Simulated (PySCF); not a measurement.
H₆N₂OSi, B₃FH₄ (calculated)

Computed with PySCF 2.14.0. Calculation on a computer-drawn molecule: the log of a Hartree-Fock and frozen-core CCSD(T) single point meant for a local Hartree-Fock minimum, with one planted fault or none, to be diagnosed. Offsets are logged minus clean, where the clean run is the same molecule without the fault. The reference is restricted for singlets and unrestricted otherwise, and also for a bond in bohr or an excited solution. Adding or removing an electron swaps singlet and doublet. The excited solution moves the top pair (singlet) or top alpha electron (doublet) to the lowest empty orbital. Highest occupied and lowest empty are orbital energies over both spins, largest force is the largest gradient component, triples share is (T) over the correlation energy, the T1 limit is 0.02 restricted and 0.045 unrestricted, electrons count all cores, a negative frequency is imaginary (commonest isotopes), and the dipole is about the centre of nuclear charge.

Common to all runs: meant charge 0; meant multiplicity 1; logged SCF converged yes; logged CC converged yes; logged SCF stable within its kind yes; possible faults no fault, one electron removed, one electron added, multiplicity raised by two, geometry at a saddle point, SCF held on an excited solution, minimal basis STO-3G, one bond length entered in bohr, all coordinates scaled.

(1) H₆N₂OSi

Logged structure:
```xyz
10
H6N2OSi
N     -1.7429    -1.2535     1.1148
Si    -0.7055    -1.0427    -0.2342
N     -0.1742     0.5794    -0.1508
O     -1.5592    -1.5097    -1.5682
H     -1.4292    -0.9444     2.0158
H     -2.2542    -2.1121     1.2014
H      0.5074    -1.8751    -0.3144
H     -0.8339     1.3247    -0.0284
H      0.5947     0.8773    -0.7210
H     -2.4167    -1.1321    -1.6946
```

- meant basis: cc-pV(D+d)Z
- logged electrons: 41
- logged basis functions: 95
- logged spin squared: 0.7602
- logged highest occupied: -16.134 eV
- logged lowest empty: -6.7261 eV
- logged largest force: 0.11563 hartree/bohr
- logged T1 diagnostic: 0.03875
- logged D1 diagnostic: 0.26304
- logged triples share: 0.023587
- logged dipole magnitude: 6.1369 debye
- logged energy HF: -475.99899 hartree
- logged energy CCSD(T): -476.64526 hartree
- planted fault: one electron removed
- HF energy offset from clean run: 199.6 kcal/mol
- CCSD(T) energy offset from clean run: 221.2 kcal/mol

Drawn bonds:
| atom | other atom | order |
| --- | --- | --- |
| 1 | 2 | 1 |
| 2 | 3 | 1 |
| 2 | 4 | 1 |
| 1 | 5 | 1 |
| 1 | 6 | 1 |
| 2 | 7 | 1 |
| 3 | 8 | 1 |
| 3 | 9 | 1 |
| 4 | 10 | 1 |

(2) B₃FH₄

Logged structure:
```xyz
8
B3FH4
B      0.3481     1.7008     0.6521
B      0.5036     0.4857     1.7942
B      0.9890    -1.1230     1.5229
F      0.0977    -2.0785     1.2429
H     -0.7043     1.9177     0.1114
H      1.2766     2.4021     0.3463
H      0.2872     0.7939     2.9432
H      2.1403    -1.4746     1.5788
```

* meant basis: cc-pVDZ
* logged electrons: 28
* logged basis functions: 76
* logged spin squared: 0
* logged highest occupied: -11.283 eV
* logged lowest empty: 1.8674 eV
* logged largest force: 3.003e-05 hartree/bohr
* logged lowest frequency: 115.14 cm⁻¹
* logged T1 diagnostic: 0.015566
* logged D1 diagnostic: 0.047522
* logged triples share: 0.022148
* logged dipole magnitude: 1.1032 debye
* logged energy HF: -175.81408 hartree
* logged energy CCSD(T): -176.29403 hartree
* planted fault: no fault
* HF energy offset from clean run: 0 kcal/mol
* CCSD(T) energy offset from clean run: 0 kcal/mol

Drawn bonds:
| atom | other atom | order |
| --- | --- | --- |
| 1 | 2 | 1 |
| 2 | 3 | 1 |
| 3 | 4 | 1 |
| 1 | 5 | 1 |
| 1 | 6 | 1 |
| 2 | 7 | 1 |
| 3 | 8 | 1 |
